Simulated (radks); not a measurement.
Question: These are the eigenvalues of the occupied orbitals of an atom or ion with whole-number occupations (hartree). Calculated with a radial shooting solver on a logarithmic mesh with Libxc functionals: scalar-relativistic Kohn-Sham, PBEsol, spin-unpolarised, spherical densities, point nucleus.

orbital  eigenvalue
1s        -11.28618
2s         -1.47652

Which element is it, and in what charge state? The configuration may be excited.

Answer: Z = 6, carbon, charge +2: C2+ in [He] 2s2. The 1s level, -11.286 hartree, gives Z - s = 4.8 by -(Z - s)^2/2, which with screening and relativity narrows Z to a few neighbours, and the depths must fix Z and the occupations together.
